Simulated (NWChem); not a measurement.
Species: ScN₂H₄Cl; SMILES [NH2][Sc]([Cl])[NH2]

```xyz
8

Sc     0.0000     0.0000    -0.3501
Cl     0.0000     0.0000     1.9801
N      0.0000    -1.6683    -1.3894
H      0.0000    -2.6255    -1.0146
H      0.0000    -1.7464    -2.4146
N      0.0000     1.6683    -1.3894
H      0.0000     1.7464    -2.4146
H      0.0000     2.6255    -1.0146
```
Atoms are numbered in this order, from 1.

Results from NWChem. Pople sets run with spherical d functions. The geometry was optimised at PBE-D3(BJ)/def2-SVP. Total energies compare along this basis series because the functional is fixed.

```json
[
 {"level": "Hartree-Fock/STO-3G", "basis functions": "41", "energy (Ha)": "-1316.7803", "highest occupied level (eV)": "-8.64", "orbital gap (eV)": "13.30", "dipole (D)": "3.15"},
 {"level": "Hartree-Fock/3-21G", "basis functions": "66", "energy (Ha)": "-1324.1389", "highest occupied level (eV)": "-10.42", "orbital gap (eV)": "11.33", "dipole (D)": "4.69"},
 {"level": "Hartree-Fock/6-31G*", "basis functions": "88", "energy (Ha)": "-1330.5781", "highest occupied level (eV)": "-10.51", "orbital gap (eV)": "11.52", "dipole (D)": "3.70"}
]
```
